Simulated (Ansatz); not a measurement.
The first iterations of a band of F3H3NOTa + FH (11 atoms, charge 0, multiplicity 1).

All numbers below come from Ansatz, RKS B3LYP-D4/def2-SVP.

- movable images: 7
- climbing image: yes
- spring: 5.0 eV/Å²
- optimiser: quadratic models (default)
- start path: through a guess of the saddle point
- force threshold: 0.2 eV/Å
- iteration limit: 60
- end points: relaxed

First end point:

```xyz
11
Properties=species:S:1:pos:R:3
Ta -0.036 0.328 0.036
N 1.932 -0.166 0.214
H 2.477 0.164 1.012
H 2.526 -0.227 -0.613
F 0.228 0.960 1.807
F 0.335 0.079 -1.810
F -1.039 1.874 -0.370
O -1.040 -1.209 0.381
H -0.570 -2.047 0.593
F 1.150 -2.702 0.789
H 1.605 -1.874 0.609
```

Last end point:

```xyz
11
Properties=species:S:1:pos:R:3
Ta 0.056 -0.601 0.260
N 2.321 0.018 0.179
H 2.538 0.747 0.861
H 2.587 0.359 -0.747
F 0.333 -0.070 2.072
F 0.439 -0.946 -1.577
F -0.119 1.245 -0.188
O -1.736 -1.108 0.331
H -2.648 -1.402 0.380
F 0.890 -2.266 0.684
H 2.906 -0.793 0.392
```

| iteration | highest image above the first end (eV) | largest band force component (eV/Å) |
| --- | --- | --- |
| 1 | 8.373 | 48.243 |
| 2 | 2.213 | 3.619 |
| 3 | 1.341 | 1.542 |
| 4 | 0.550 | 1.667 |
| 5 | 0.137 | 1.383 |
| 6 | 0.040 | 1.455 |

Does the band converge within its limit, and where does its top end?

It converged. It ended after 20 iterations with the highest image 0.037 eV above the first end. The threshold of 0.2 eV/Å is loose, so the images may lie well off the minimum-energy path. Another band between the same ends (7 images) ends at a top of the same energy, where a vibrational analysis finds 1 clearly imaginary mode. The orbitals stay closed-shell, which can raise the energy where a bond breaks towards radicals; this wasn't checked here.

The run took 6.8 min on 4 threads of Arm Neoverse V2, with other jobs on the host, peak memory 0.41 GiB.
